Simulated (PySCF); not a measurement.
Tc, multiplicity 8 (another spin typed on purpose, not shown lowest) (core potentials on Tc); SVWN5/def2-SVP in PySCF.

PySCF was given this input:
```python
from pyscf import gto, scf, dft

mol = gto.Mole()
mol.atom = '''
    Tc    0.000000    0.000000    0.000000
'''
mol.basis = 'def2-svp'
mol.ecp = {'Tc': 'def2-svp'}
mol.charge = 0
mol.spin = 7
mol.verbose = 4
mol.build()

mf = dft.UKS(mol)
mf.xc = 'lda,vwn'
mf.kernel()
mf.analyze()
```

Q: What does PySCF print? Leave out banner, timings and long lists.

A: 
```
PySCF version 2.14.0

[INPUT] verbose = 4
[INPUT] num. atoms = 1
[INPUT] num. electrons = 15
[INPUT] charge = 0
[INPUT] spin (= nelec alpha-beta = 2S) = 7
[INPUT] symmetry False subgroup None
[INPUT] Mole.unit = angstrom
[INPUT] Symbol           X                Y                Z      unit          X                Y                Z       unit  Magmom
[...]
nuclear repulsion = 0
number of shells = 11
number of NR pGTOs = 57
number of NR cGTOs = 31
basis = def2-svp
ecp = {'Tc': 'def2-svp'}

******** <class 'pyscf.dft.uks.UKS'> ********
method = UKS
initial guess = minao
damping factor = 0
level_shift factor = 0
DIIS = <class 'pyscf.scf.diis.CDIIS'>
diis_start_cycle = 1
diis_space = 8
diis_damp = 0
SCF conv_tol = 1e-09
SCF conv_tol_grad = None
SCF max_cycles = 50
direct_scf = True
direct_scf_tol = 1e-13
number electrons alpha = 11  beta = 4
XC library pyscf.dft.libxc version 7.1.2
    S. Lehtola, C. Steigemann, M. J. T. Oliveira, and M. A. L. Marques,  SoftwareX 7, 1–5 (2018)
XC functionals = lda,vwn
    P. A. M. Dirac,  Math. Proc. Cambridge Philos. Soc. 26, 376 (1930)
    F. Bloch,  Z. Phys. 57, 545 (1929)
    S. H. Vosko, L. Wilk, and M. Nusair,  Can. J. Phys. 58, 1200 (1980)
radial grids:
    Treutler-Ahlrichs [JCP 102, 346 (1995); DOI:10.1063/1.469408] (M4) radial grids

becke partition: Becke, JCP 88, 2547 (1988); DOI:10.1063/1.454033
pruning grids: <function nwchem_prune>
grids dens level: 3
symmetrized grids: False
atomic radii adjust function: <function treutler_atomic_radii_adjust>
small_rho_cutoff = 0
Set gradient conv threshold to 3.16228e-05
tot grids = 22176
init E= -72.4040828541717

cycle= 1 E= -80.4127609976832  delta_E= -8.01  |g|= 0.044  |ddm|= 2.48

cycle= 2 E= -80.4148621200621  delta_E= -0.0021  |g|= 0.0403  |ddm|= 1.22

cycle= 3 E= -80.4150571472831  delta_E= -0.000195  |g|= 0.0325  |ddm|= 1.19

cycle= 4 E= -80.4154263585405  delta_E= -0.000369  |g|= 0.0215  |ddm|= 1.19

cycle= 5 E= -80.4152697260401  delta_E= 0.000157  |g|= 0.026  |ddm|= 1.19

cycle= 6 E= -80.4152224163148  delta_E= 4.73e-05  |g|= 0.0272  |ddm|= 1.19

cycle= 7 E= -80.4152010375128  delta_E= 2.14e-05  |g|= 0.0278  |ddm|= 0.0297

cycle= 8 E= -80.4152159030067  delta_E= -1.49e-05  |g|= 0.0274  |ddm|= 0.187

cycle= 9 E= -80.4153590018189  delta_E= -0.000143  |g|= 0.023  |ddm|= 0.502

cycle= 10 E= -80.4154012957709  delta_E= -4.23e-05  |g|= 0.0216  |ddm|= 0.99

cycle= 11 E= -80.4152710464591  delta_E= 0.00013  |g|= 0.0256  |ddm|= 0.937

cycle= 12 E= -80.4151646457704  delta_E= 0.000106  |g|= 0.0286  |ddm|= 0.0304

cycle= 13 E= -80.4152608948514  delta_E= -9.62e-05  |g|= 0.0259  |ddm|= 0.0642

cycle= 14 E= -80.4134203441784  delta_E= 0.00184  |g|= 0.0596  |ddm|= 0.219

cycle= 15 E= -80.4150802134117  delta_E= -0.00166  |g|= 0.0318  |ddm|= 1.15

cycle= 16 E= -80.4148280377936  delta_E= 0.000252  |g|= 0.0367  |ddm|= 1.15

cycle= 17 E= -80.414538749565  delta_E= 0.000289  |g|= 0.0424  |ddm|= 0.146

cycle= 18 E= -80.4148041748638  delta_E= -0.000265  |g|= 0.0371  |ddm|= 0.138

cycle= 19 E= -80.4147739893092  delta_E= 3.02e-05  |g|= 0.0377  |ddm|= 0.0572

cycle= 20 E= -80.4149751348709  delta_E= -0.000201  |g|= 0.0335  |ddm|= 0.206

cycle= 21 E= -80.4155906246406  delta_E= -0.000615  |g|= 0.0137  |ddm|= 0.348

cycle= 22 E= -80.4151932433938  delta_E= 0.000397  |g|= 0.0283  |ddm|= 1.04

cycle= 23 E= -80.4155441649891  delta_E= -0.000351  |g|= 0.0164  |ddm|= 0.503

cycle= 24 E= -80.4157072512234  delta_E= -0.000163  |g|= 0.00369  |ddm|= 0.567

cycle= 25 E= -80.4155229753402  delta_E= 0.000184  |g|= 0.0175  |ddm|= 0.586

cycle= 26 E= -80.4156941588602  delta_E= -0.000171  |g|= 0.00591  |ddm|= 0.418

cycle= 27 E= -80.415711743367  delta_E= -1.76e-05  |g|= 0.00259  |ddm|= 0.25

cycle= 28 E= -80.4156891513316  delta_E= 2.26e-05  |g|= 0.00655  |ddm|= 0.199

cycle= 29 E= -80.4156994550247  delta_E= -1.03e-05  |g|= 0.00512  |ddm|= 0.072

cycle= 30 E= -80.4157056982577  delta_E= -6.24e-06  |g|= 0.00402  |ddm|= 0.0443

cycle= 31 E= -80.4157152973501  delta_E= -9.6e-06  |g|= 0.000854  |ddm|= 0.111

cycle= 32 E= -80.4157152959138  delta_E= 1.44e-09  |g|= 0.000855  |ddm|= 0.057

cycle= 33 E= -80.4157157048644  delta_E= -4.09e-07  |g|= 0.000256  |ddm|= 0.0347

cycle= 34 E= -80.4157157323982  delta_E= -2.75e-08  |g|= 0.000148  |ddm|= 0.00874

cycle= 35 E= -80.4157157386828  delta_E= -6.28e-09  |g|= 0.000107  |ddm|= 0.00155

cycle= 36 E= -80.4157157393262  delta_E= -6.43e-10  |g|= 0.000102  |ddm|= 7.04e-05

cycle= 37 E= -80.41571573943  delta_E= -1.04e-10  |g|= 0.000102  |ddm|= 0.000761

cycle= 38 E= -80.4157157393995  delta_E= 3.05e-11  |g|= 0.000104  |ddm|= 0.00142

cycle= 39 E= -80.4157157365196  delta_E= 2.88e-09  |g|= 0.0001  |ddm|= 0.0206

cycle= 40 E= -80.4157157346512  delta_E= 1.87e-09  |g|= 9.92e-05  |ddm|= 0.0181

cycle= 41 E= -80.4157157382996  delta_E= -3.65e-09  |g|= 7.74e-05  |ddm|= 0.0133

cycle= 42 E= -80.4157157404513  delta_E= -2.15e-09  |g|= 8.35e-05  |ddm|= 0.018

cycle= 43 E= -80.4157157404056  delta_E= 4.57e-11  |g|= 9.03e-05  |ddm|= 0.00408

cycle= 44 E= -80.4157157372235  delta_E= 3.18e-09  |g|= 0.000125  |ddm|= 0.00843

cycle= 45 E= -80.4157157388086  delta_E= -1.59e-09  |g|= 0.000104  |ddm|= 0.00835

cycle= 46 E= -80.4157157433266  delta_E= -4.52e-09  |g|= 7.1e-05  |ddm|= 0.00525

cycle= 47 E= -80.4157157349694  delta_E= 8.36e-09  |g|= 0.000135  |ddm|= 0.000531

cycle= 48 E= -80.4157157327195  delta_E= 2.25e-09  |g|= 0.000147  |ddm|= 0.00147

cycle= 49 E= -80.4157157403109  delta_E= -7.59e-09  |g|= 8.99e-05  |ddm|= 0.00615

cycle= 50 E= -80.4157157414371  delta_E= -1.13e-09  |g|= 7.75e-05  |ddm|= 0.0014
SCF not converged.
SCF energy = -80.4157157414371 after 50 cycles  <S^2> = 15.750018  2S+1 = 8.0000046
**** SCF Summaries ****
Total Energy =                         -80.415715741437083
Nuclear Repulsion Energy =               0.000000000000000
One-electron Energy =                 -136.952855051912849
Two-electron Energy =                   56.537139310475773
Two-electron Coulomb Energy =           65.190738283047509
DFT Exchange-Correlation Energy =       -8.653598972571737
**** MO energy ****
                             alpha | beta                alpha | beta
[...]
spin_pop of  0 Tc 4s        0.00155
spin_pop of  0 Tc 5s        0.95912
spin_pop of  0 Tc 6s        0.03905
spin_pop of  0 Tc 7s        0.00084
spin_pop of  0 Tc 8s       -0.00051
spin_pop of  0 Tc 4px       0.00103
spin_pop of  0 Tc 4py       0.01945
spin_pop of  0 Tc 4pz      -0.00053
spin_pop of  0 Tc 5px       0.06567
spin_pop of  0 Tc 5py       0.00154
spin_pop of  0 Tc 5pz       0.00075
spin_pop of  0 Tc 6px       0.38291
spin_pop of  0 Tc 6py       0.52147
spin_pop of  0 Tc 6pz       0.00771
spin_pop of  0 Tc 4dxy      0.70687
spin_pop of  0 Tc 4dyz      0.70646
spin_pop of  0 Tc 4dz^2     0.70701
spin_pop of  0 Tc 4dxz      0.70699
spin_pop of  0 Tc 4dx2-y2    0.99961
spin_pop of  0 Tc 5dxy      0.29313
spin_pop of  0 Tc 5dyz      0.29354
spin_pop of  0 Tc 5dz^2     0.29294
spin_pop of  0 Tc 5dxz      0.29300
spin_pop of  0 Tc 5dx2-y2    0.00039
spin_pop of  0 Tc 4f-3     -0.00000
spin_pop of  0 Tc 4f-2     -0.00000
spin_pop of  0 Tc 4f-1     -0.00000
spin_pop of  0 Tc 4f+0     -0.00000
spin_pop of  0 Tc 4f+1     -0.00000
spin_pop of  0 Tc 4f+2      0.00000
spin_pop of  0 Tc 4f+3     -0.00000
In total            11.00000 | 4.00000
Dipole moment(X, Y, Z, Debye): -0.00000, -0.00000,  0.00000
```

Convergence was not reached.
